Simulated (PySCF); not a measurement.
Si(Me)2(Vi)2, SMILES C=C[Si](C)(C)C=C (C6H12Si) (GFN2-xTB optimised geometry):

```
19

C     -2.328     1.149     0.998
C     -1.693     0.555     0.000
Si    -1.075    -1.234     0.000
C     -1.689    -2.100    -1.587
C     -1.701    -2.179     1.534
C      0.820    -1.234     0.000
C      1.578    -0.174     0.235
H     -2.657     2.177     0.950
H     -2.550     0.631     1.916
H     -1.501     1.134    -0.896
H     -2.774    -2.134    -1.625
H     -1.327    -3.123    -1.641
H     -1.344    -1.584    -2.477
H     -1.328    -1.733     2.451
H     -1.372    -3.214     1.517
H     -2.786    -2.181     1.581
H      1.314    -2.177    -0.204
H      1.145     0.791     0.445
H      2.657    -0.214     0.231
```

Calculation: B3LYP/def2-SVP in PySCF.

**Question.** What are the frontier orbital energies and the dipole moment?

**Answer.** HOMO-2 -8.03 eV, HOMO-1 -7.46 eV, HOMO -7.29 eV, LUMO -0.18 eV, LUMO+1 -0.07 eV; dipole moment 0.16 D.

On the same geometry PBE/def2-SVP (PySCF) gives HOMO-2 -6.89 eV, HOMO-1 -6.53 eV, HOMO -6.39 eV, LUMO -1.02 eV, LUMO+1 -0.91 eV; dipole moment 0.21 D.

Meta-Löwdin charges at B3LYP/def2-SVP: C1 -0.19, C2 -0.33, Si3 0.89, C4 -0.54, C5 -0.54, C6 -0.33, C7 -0.19, H8 0.10, H9 0.09, H10 0.10, H11 0.11, H12 0.10, H13 0.11, H14 0.11, H15 0.11, H16 0.11, H17 0.10, H18 0.10, H19 0.10.
